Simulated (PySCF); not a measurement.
Trend along group 14: MH anions

MP2 with double-zeta basis sets in PySCF, for the lowest determinant that a PBE0 search found; no spin–orbit coupling. De refers to high-spin ground-configuration atoms (the charge goes to the atom of lower measured ionisation energy or higher electron affinity, which is not always the lowest computed limit).

```json
{"M": "C", "basis": "aug-pcseg-1", "reference, frozen orbitals": "UHF, 1", "charged atom": "C−", "state (unpaired electrons)": "triplet (π ↑↑)", "Re (Å)": "1.136", "ωe (cm⁻¹)": "2759", "De (eV)": "3.23"}
{"M": "Si", "basis": "def2-SVPD", "reference, frozen orbitals": "UHF, 5", "charged atom": "Si−", "state (unpaired electrons)": "triplet (π ↑↑)", "Re (Å)": "1.556", "ωe (cm⁻¹)": "1885", "De (eV)": "n/a"}
{"M": "Ge", "basis": "aug-cc-pVDZ-PP/aug-cc-pVDZ", "reference, frozen orbitals": "UHF, 4", "charged atom": "Ge−", "state (unpaired electrons)": "triplet (π ↑↑)", "Re (Å)": "1.623", "ωe (cm⁻¹)": "1736", "De (eV)": "2.44"}
{"M": "Sn", "basis": "aug-cc-pVDZ-PP/aug-cc-pVDZ", "reference, frozen orbitals": "UHF, 4", "charged atom": "Sn−", "state (unpaired electrons)": "triplet (π ↑↑)", "Re (Å)": "1.805", "ωe (cm⁻¹)": "1559", "De (eV)": "2.21"}
{"M": "Pb", "basis": "aug-cc-pVDZ/aug-cc-pVDZ-PP", "reference, frozen orbitals": "UHF, 4", "charged atom": "H−", "state (unpaired electrons)": "triplet (π ↑↑)", "Re (Å)": "1.880", "ωe (cm⁻¹)": "1437", "De (eV)": "n/a"}
```

The shortest bond is that of CH⁻ (1.136 Å), the longest that of PbH⁻ (1.880 Å).

The rows differ in basis set, which adds steps of its own.

Down a group the atoms grow and get heavier, so bonds lengthen and wavenumbers fall; this series shows no clear exception.

Correlated steps freeze the inner cores (1 to 5 orbitals); shallow outer-core shells are correlated. Correlated levels converge slowly with the basis: in double zeta they bind strong bonds too weakly, by up to about 1 eV, and carry superposition errors of some tenths. Spin–orbit coupling is left out, which matters for elements this heavy, above all for dissociation energies. For an ion De counts to the pair picked by the measured ionisation energies or electron affinities, which need not be the lowest pair at this level. States were picked by a PBE0 search and need not be the measured ground states.
